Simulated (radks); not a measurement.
Results of a calculation; reference values are marked as such.
Kinetic energies: the exact non-interacting value of the Kohn-Sham orbitals and orbital-free approximations, in hartree. Species: Ga30+ 1s1; Au11+ [Xe] 4f14; Be2+ [He]. Code: a radial shooting solver on a logarithmic mesh with Libxc functionals. Model: non-relativistic Kohn-Sham, LDA (Slater exchange, Perdew-Wang correlation), spin-polarised, spherical densities, point nucleus. Every spin shell is full or empty, so the densities are truly spherical. Functionals are evaluated on that one density, not self-consistently.

\begin{tabular}{lrrr}
functional & Ga30+ & Au11+ & Be2+ \\ \hline
exact & 479.138 & 17821.4 & 13.3442 \\
Thomas-Fermi & 439.69 & 16990 & 12.086 \\
von Weizsacker & 479.14 & 6351.0 & 13.344 \\
TF + vW/9 & 492.93 & 17696 & 13.568 \\
LC94 & 490.44 & 17821 & 13.512 \\
Thakkar & 491.36 & 17680 & 13.545 \\
Pearson & 468.50 & 17667 & 12.910 \\
LKT & 779.95 & 20676 & 21.502 \\
DePristo-Kress & 493.92 & 17783 & 13.572 \\
Ernzerhof & 511.97 & 17734 & 14.054 \\
\end{tabular}
